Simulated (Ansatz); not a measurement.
Basis-set series for `C[SiH2][O][AlH2]`. The species carries charge 0 and has multiplicity 1. The geometry is a stationary point of PBE0-D4/def2-TZVP. It is one conformer, not always the lowest.

```json
{"functional": "PBE0-D4", "basis": "def2-TZVPP", "functions": "244", "energy (Eh)": "-649.25623", "HOMO (eV)": "-8.09", "LUMO (eV)": "-1.10"}
{"functional": "PBE0-D4", "basis": "def2-QZVPP", "functions": "464", "energy (Eh)": "-649.28143", "HOMO (eV)": "-8.10", "LUMO (eV)": "-1.16"}
{"functional": "ωB97M-V", "basis": "def2-TZVPP", "functions": "244", "energy (Eh)": "-649.53135", "HOMO (eV)": "-10.34", "LUMO (eV)": "0.47"}
{"functional": "ωB97M-V", "basis": "def2-QZVPP", "functions": "464", "energy (Eh)": "-649.55501", "HOMO (eV)": "-10.35", "LUMO (eV)": "0.20"}
```

Q: Give the rows for def2-SVP. (Best estimate.)

A: Ansatz gave: 
| functional | basis | functions | energy (Eh) | HOMO (eV) | LUMO (eV) |
| --- | --- | --- | --- | --- | --- |
| PBE0-D4 | def2-SVP | 99 | -648.92382 | -8.01 | -0.98 |
| ωB97M-V | def2-SVP | 99 | -649.19258 | -10.21 | 0.70 |

Positive LUMOs are unbound and depend on the basis.
